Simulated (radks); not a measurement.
Values are calculated unless marked as measured or tabulated.
Neutral arsenic inside a hard spherical wall (all orbitals vanish at R), configuration held at [Ar] 3d10 4s2 4p3 and not refilled when levels cross. Level of theory: scalar-relativistic Kohn-Sham, LDA (Slater exchange, Perdew-Wang correlation), spin-polarised, spherical densities, finite nucleus; open shells are filled with parallel spins first; Fermi nuclear charge, rms radius 4.0968 fm (a radial shooting solver on a logarithmic mesh with Libxc functionals). Eigenvalues in eV for spin up, with the zero of energy where the potential of the charges vanishes at infinity; a dash marks a level that is unbound or too diffuse for the functional's potential to be trusted. A positive occupied level is held by the wall or, in an anion where self-interaction has pushed it up, behind a barrier. The pressure on the wall is -dE/dV.

| R (bohr) | E (hartree) | kinetic (hartree) | e(3p) | e(3d) | e(4s) | e(4p) | e(5s, empty) | e(5p, empty) | pressure (GPa) |
|---|---|---|---|---|---|---|---|---|---|
| free | -2257.79021 | 2300.395 | -133.17 | -40.705 | -15.326 | -5.956 | -0.513 | - | 0 |
| 20 | -2257.79021 | 2300.395 | -133.17 | -40.705 | -15.326 | -5.956 | -0.506 | 0.396 | < 0.0001 |
| 12 | -2257.79020 | 2300.396 | -133.17 | -40.704 | -15.325 | -5.955 | -0.318 | 1.157 | 0.000156 |
| 8 | -2257.78876 | 2300.409 | -133.06 | -40.597 | -15.241 | -5.871 | 0.979 | 3.766 | 0.0696 |
| 7 | -2257.78481 | 2300.439 | -132.86 | -40.394 | -15.089 | -5.710 | 2.216 | 5.775 | 0.339 |
| 3.5 | -2257.11049 | 2303.350 | -123.66 | -31.387 | -7.544 | 3.822 | 40.170 | 51.580 | 199 |
| 3 | -2256.29459 | 2306.231 | -117.92 | -25.808 | -1.244 | 11.759 | 67.274 | 81.274 | 635 |
| 2 | -2248.46580 | 2330.625 | -89.209 | 2.850 | 47.122 | 68.228 | 234.24 | 254.47 | 11500 |
